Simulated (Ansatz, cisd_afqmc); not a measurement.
Species: Se, charge 0, triplet.

Total energies in def2-TZVPPD, 6 correlated electrons, 14 frozen orbitals. UHF or UKS for unpaired electrons; spin-orbit terms are left out. Cores are frozen in correlated methods (noble-gas shells, and filled d and f shells in the p block). No relativity. The Monte Carlo rows (phaseless AFQMC, CISD trial, step 0.005/hartree) carry one-sigma bars that omit the constraint's bias. Outlying blocks are dropped, and bars are widened where a walk drifts. Over all cases where full CI ran beside it in this data, AFQMC minus full CI had a median of +0.1 mEh and passed +0.4 mEh in a tenth of the cases.

| method | program | energy (Eh) | minus CCSDTQ (mEh) |
|---|---|---|---|
| HF | Ansatz | -2399.82760 | 123.74 |
| MP2 | Ansatz | -2399.92793 | 23.41 |
| CCSD | Ansatz | -2399.94689 | 4.45 |
| CCSD(T) | Ansatz | -2399.95062 | 0.72 |
| CCSDT(Q) | Ansatz | -2399.95133 | 0.01 |
| CCSDTQ | Ansatz | -2399.95134 | 0.00 |
| AFQMC/CISD | cisd_afqmc | -2399.9512 ± 0.0002 | 0.2 ± 0.2 |

Ansatz is a program for electronic structure.
